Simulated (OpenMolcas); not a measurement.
## Fe5+: effect of the basis set

| Property | Result |
| --- | --- |
| Program | OpenMolcas |
| Method | MS-CASPT2, IPEA 0.25 Eh, imaginary shift 0.1 Eh (closed shells correlated: 3s 3p) |
| Active space | 3 electrons in 10 orbitals (3d 4d) |
| State averaging | 2S+1 = 4 even, 10 roots; 2S+1 = 2 even, 40 roots |
| Spin-orbit coupling | RASSI with atomic mean-field integrals over the reference wave functions, term energies averaged over their components |

A. ANO-RCC-VTZP [6s5p3d2f1g], DKH2, point nucleus; CASPT2 step about 6 core-minutes
B. ANO-R2 [6s5p4d2f1g], X2C, finite nucleus; CASPT2 step of the order of 8 core-minutes
C. ANO-RCC-VQZP [7s6p4d3f2g1h], DKH2, point nucleus; CASPT2 step roughly 8 core-minutes

Energies in cm⁻¹ above 3d³ ⁴F_3/2, the measured ground level; measured values from Corliss and Sugar, J. Phys. Chem. Ref. Data 11, 135 (1982).

```
               Level      A      B      C  Measured
          3d³ ⁴F_3/2    0.0    0.0    0.0       0.0
          3d³ ⁴F_5/2    545    519    523       511
          3d³ ⁴F_7/2   1278   1218   1227      1188
          3d³ ⁴F_9/2   2170   2070   2090      2001
          3d³ ⁴P_1/2  19650  19360  19450     18738
          3d³ ⁴P_3/2  19850  19550  19640     18942
          3d³ ⁴P_5/2  20540  20200  20300     19611
          3d³ ²G_7/2  21330  21000  20830     20616
          3d³ ²G_9/2  22080  21730  21560     21315
   3d³ ²P_3/2 [65 %]  27310  26820  26770     26215
          3d³ ²P_1/2  27450  26950  26920     26496
          3d³ ²H_9/2  29730  29430  29180     28724
3d³ ²D_3/2(1) [66 %]  29880  29290  29240     28628
       3d³ ²D_5/2(1)  29930  29350  29290     28484
         3d³ ²H_11/2  30290  29970  29720     29203
          3d³ ²F_7/2  48020  47410  47340     46217
          3d³ ²F_5/2  48330  47710  47640     46604
       3d³ ²D_5/2(2)  75290  74290  74310     71708
       3d³ ²D_3/2(2)  75610  74600  74630     72049
```

Deviations, from unrounded energies. A percentage is the sum of absolute deviations over the sum of measured energies, with the sign that they share, or ± where signs differ.

```csv
Against measurement,Levels,A,B,C
mean absolute deviation (cm-1),18,1200,790,740
fine structure of the ground term (%),3,+8.1,+3.0,+3.7
other terms of the ground configuration (%),15,+4.3,+2.8,+2.6
```

C lies closest to measurement on these levels and A furthest from it. The largest miss of C in the table is 3d³ ²D_5/2(2), by +2600 cm-1. The ranking rests on the paired levels alone, and a cruder setting can come out closer through cancelling errors.

The two smallest mean deviations differ by little beside CASPT2's spread within terms, so their order carries little weight.

Among A to C the level of the table that moves most is 3d³ ²D_3/2(2), by 1000 cm-1 (lowest in B, highest in A). Moves below CASPT2's spread within the term are not significant.

CASPT2 breaks the degeneracy within a term, and the mean is taken; among the terms shown or strongly mixed into the levels shown the widest spread is 1000 cm-1 (3d³ ⁴F, B). Active for correlation alone: 4d; no level in the range computed is led by a configuration that fills it, so any true level of that kind is missing. Measured partners are found by configuration, term and J. A level has none where our copy of the source lacks it or the pairing is in doubt (some pairs that miss far off the trend of their configuration count as doubtful), and it then counts in no deviation. Levels of configurations outside the active space are missing.

A share in square brackets marks a mixed level and gives the weight of the term that names it, the lowest over the columns. A number in round brackets counts repeated terms of one configuration in the order of the reference energies.
